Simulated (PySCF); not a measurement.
Stretching HBr⁻

Set-up: H aug-cc-pVDZ-DK, Br aug-cc-pVDZ-DK; spin-free X2C with a Gaussian nucleus (PySCF 2.14). Energies in eV from H + Br⁻ in their ground configurations at the same level. State: ²Σ⁺ (doublet), unpaired electrons σ ↑.

| R (Å) | PBE0 | UHF-SCS-MP2 | r²SCAN | ωB97X |
| --- | --- | --- | --- | --- |
| 1.812 | -0.2094 | 0.0938 | -0.3208 | 0.0104 |
| 1.896 | -0.2298 | 0.0599 | -0.3524 | -0.0383 |
| 1.981 | -0.2442 | 0.0252 | -0.3767 | -0.0760 |
| 2.044 | -0.2504 | 0.0025 | -0.3893 | -0.0963 |
| 2.107 | -0.2526 | -0.0164 | -0.3968 | -0.1099 |
| 2.170 | -0.2512 | -0.0315 | -0.3996 | -0.1179 |
| 2.255 | -0.2446 | -0.0464 | -0.3972 | -0.1210 |
| 2.360 | -0.2306 | -0.0582 | -0.3865 | -0.1157 |
| 2.486 | -0.2082 | -0.0651 | -0.3658 | -0.1007 |
| 2.655 | -0.1742 | -0.0664 | -0.3305 | -0.0737 |

Q: Put a parabola through the three lowest points of the PBE0 curve and estimate Re, k and ωe (reduced mass 0.9951 u; 1 eV/Å² = 0.16022 mdyn/Å; ωe = 1302.8·√(k/μ) cm⁻¹).

A: Through R = 2.044, 2.107, 2.17 Å the second-order coefficient is 0.454 eV/Å², so Re ≈ 2.114 Å, k ≈ 0.145 mdyn/Å and ωe ≈ 498 cm⁻¹. A polynomial fit of higher order to the unrounded PBE0 energies gives Re = 2.113 Å, k = 0.142 mdyn/Å, ωe = 493 cm⁻¹; anharmonicity and rounding make the difference.

The higher-order fit for each curve: PBE0: Re = 2.113 Å, ωe = 493 cm⁻¹, De = 0.253 eV; r²SCAN: Re = 2.182 Å, ωe = 518 cm⁻¹, De = 0.400 eV; ωB97X: Re = 2.248 Å, ωe = 512 cm⁻¹, De = 0.121 eV. UHF-SCS-MP2 gives no reliable minimum on this grid.

Correlated steps freeze 9 core orbitals. The bond is weak. Basis-set superposition, not corrected here, can be much of De in a small basis, most of all at correlated wavefunction levels. Spin–orbit coupling is left out. For an ion De counts to the pair picked by the measured ionisation energies or electron affinities, which need not be the lowest pair at this level. The highest Kohn–Sham level is positive in this anion. Much of that is self-interaction error, but it also means that the finite basis helps to hold the extra electron. The state was picked by a PBE0 search and need not be the measured ground state.
